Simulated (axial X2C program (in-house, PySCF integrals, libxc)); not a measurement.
## MnS⁺: properties at the nuclei

Computed with an in-house all-electron X2C program for linear molecules (integrals from PySCF): two-component X2C with atomic mean-field Coulomb and Gaunt terms, Gaussian nuclei, basis Mn dyall-cv3z, S dyall-av3z with contracted cores.

R = 2.147 Å (near the PBE0 minimum at charge 1 of the determinant lowest at the starting distance; the state shown can have its own minimum elsewhere).

Input and command:
```json
{"zs": [25, 16], "q": 1, "bas": ["dyall-cv3z", "dyall-av3z"], "r0": 1.99, "levels": ["PBE0", "HF", "PBE", "PBE50", "TPSSh"], "nst": 3}
```
```bash
python soeom.py task.json out
```

Keys: zs atomic numbers; q charge; bas basis sets; r0 starting distance in Å; levels methods; nst determinants followed.

Determinant lowest in the PBE0 search, Ω = 1 (⟨Sz⟩ = 2.00, ⟨Lz⟩ = -1.00 at PBE0), spin on the atoms Mn 2.49, S -0.49:

```tsv
level	Eeff magnitude (GV/cm)	Ws magnitude Mn (kHz)	Ws magnitude S (kHz)	A∥/gI Mn (MHz)	qzz Mn (a.u.)	A∥/gI S (MHz)	qzz S (a.u.)
PBE0	0.431	0.118	0.0122	673	-0.63	-373	-0.40
HF	0.584	0.161	0.0285	452	-0.81	-371	-0.48
PBE	0.387	0.105	0.0111	728	-0.63	-375	-0.49
PBE50	0.484	0.134	0.0152	560	-0.70	-366	-0.42
TPSSh	0.435	0.121	0.0119	658	-0.64	-386	-0.48
```

Eeff is the effective electric field on the electron electric dipole moment in this Ω state and Ws the scalar–pseudoscalar constant of the nucleus named (defined with the proton number Z and per Ω); A∥ (defined per Ω) follows by multiplying with gI = μI/(I μN); qzz is the electric field gradient, eQq0 = 234.96 MHz × Q/barn × qzz. The operators were transformed with the bare-nucleus X2C matrices; with these basis sets, hyperfine constants and field gradients can be off by tens of per cent, and where levels differ in sign neither size nor sign is settled.

(1) With gI(55Mn) = 1.3813, Q(55Mn) = 0.33 barn, gI(33S) = 0.4292, Q(33S) = -0.0694 barn (g factors from the IAEA table of nuclear moments by Stone; Q from Pyykkö, Mol. Phys. 2018), turn the PBE0 values of the first state into constants in MHz.

Each state is one determinant with collinear spin, which with several unpaired electrons need not be a pure state. Unrestricted Hartree–Fock can overshoot spin polarisation at the nuclei. With several open shells hyperfine constants can be off by a factor of several. In the state Ω = 1 the atomic spins oppose each other (2.49, -0.49): a broken-symmetry determinant whose values are not spin-projected. Open-shell Ω = 0 determinants with evenly filled partner blocks cannot be reached by this program, so the Ω shown need not be the lowest component. States lie within half an eV, so the first need not be the ground state. Further determinants of the search, some of them spin-mixed, are not shown.

Answers

(1) A∥(55Mn) = 673 × 1.3813 = 930 MHz; eQq0(55Mn) = 234.96 × (0.33) × (-0.63) = -48.8 MHz; A∥(33S) = -373 × 0.4292 = -160 MHz; eQq0(33S) = 234.96 × (-0.0694) × (-0.40) = 6.52 MHz.
